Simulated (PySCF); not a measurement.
## Vertical excitation energies

C₃H₇FO₃Se.
InChI=1S/C3H7FO3Se/c1-7-3-8(5,6)2-4/h2-3H2,1H3

Theory: TDDFT CAM-B3LYP/def2-SVPD, vertical, gas phase, core orbitals frozen in the response (PySCF). Geometry: PBE0-D3(BJ)/def2-SVP, one conformer, isolated molecule. The CAM-B3LYP/def2-SVPD calculation is non-relativistic and has no spin–orbit coupling, an omission that weighs most on selenium. Torsions of this conformer, `[CH3:1][O:2][CH2:3][Se:4](=[O:5])(=[O:6])[CH2:7][F:8]`: C1–O2–C3–Se4 77°, O2–C3–Se4–O5 143°, C3–Se4–C7–F8 -76°.

```tsv
state	λ (nm)	E (eV)	f	main configurations (H = HOMO, L = LUMO)
S1	197.6	6.27	0.034	H→L+1 (66%), H→L (15%)
S2	189.0	6.56	0.114	H→L (56%), H→L+1 (16%)
S3	182.2	6.80	0.031	H-1→L (37%), H-2→L+1 (16%), H-1→L+1 (12%)
S4	178.4	6.95	0.020	H-3→L (34%), H-3→L+1 (24%)
S5	177.3	6.99	0.048	H-2→L+1 (31%), H-2→L (26%), H-1→L (9%)
S6	168.9	7.34	0.0081	H→L+2 (23%), H→L+3 (23%), H→L+5 (10%)
```

The lowest singlet lies at 6.27 eV (198 nm, vacuum ultraviolet) and is of moderate strength; its leading configuration is HOMO→LUMO+1 (66%). The strongest level in the table is S2 at 6.56 eV (189 nm, f = 0.114). Löwdin shares by element: HOMO oxygen 60%, carbon 11% or more (atoms not listed hold the other 29%); LUMO carbon 24% or more, selenium 24%, oxygen 11% or more (atoms not listed hold the other 42%). The oscillator strengths of these states sum to 0.254; summed over the whole spectrum of an exact calculation they would give the number of electrons, 92 (Thomas–Reiche–Kuhn). Of the 6 states listed, 5 reach f = 0.01 and none stays under 0.0005. The listed states span 1.07 eV, and the widest gap between neighbours is 0.35 eV (S5 to S6). The window holds the lowest 6 singlets.
